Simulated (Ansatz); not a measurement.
The input (input.yaml):

```yaml
crystal:
  periodic: [false, false, false]
  atoms:
    - { symbol: C, position_ang: [-0.598, -2.003, -0.5185] }
    - { symbol: O, position_ang: [-1.464, -0.8093, -0.3311] }
    - { symbol: C, position_ang: [-0.8063, 0.2618, 0.0404] }
    - { symbol: C, position_ang: [0.5099, 0.6919, 0.2889] }
    - { symbol: "N", position_ang: [1.747, 0.4229, 0.306] }
    - { symbol: Si, position_ang: [-0.8582, 1.9566, 0.5166] }
    - { symbol: H, position_ang: [-1.2715, -2.7821, -0.8257] }
    - { symbol: H, position_ang: [-0.0983, -2.2289, 0.3893] }
    - { symbol: H, position_ang: [0.0837, -1.7738, -1.2913] }
    - { symbol: H, position_ang: [2.28106, 1.02913, 0.92403] }
    - { symbol: H, position_ang: [1.97138, -0.53737, 0.34766] }
    - { symbol: H, position_ang: [-0.8879, 2.339, 1.9683] }
    - { symbol: H, position_ang: [-0.6842, 3.0412, -0.5025] }
basis:
  gaussian: { orbitals: "6-31G*" }
hamiltonian:
  xc: blyp
  dispersion: d4
relax:
  f_tol: 0.015
  max_steps: 40
```

Run as:

```bash
$ ansatz run input.yaml --threads 2 --pin off --max-ram 3072MiB --backend cpu --events-out ev --progress --plain --runs-dir out
```

Hardware: 2 threads of Intel(R) Xeon(R) Platinum 8488C (Sapphire Rapids), on a shared host.

**Question.** Roughly how long does this run take, and how much memory?

**Answer.** 18 s, with a peak of 0.17 GiB, for 9 ionic steps.
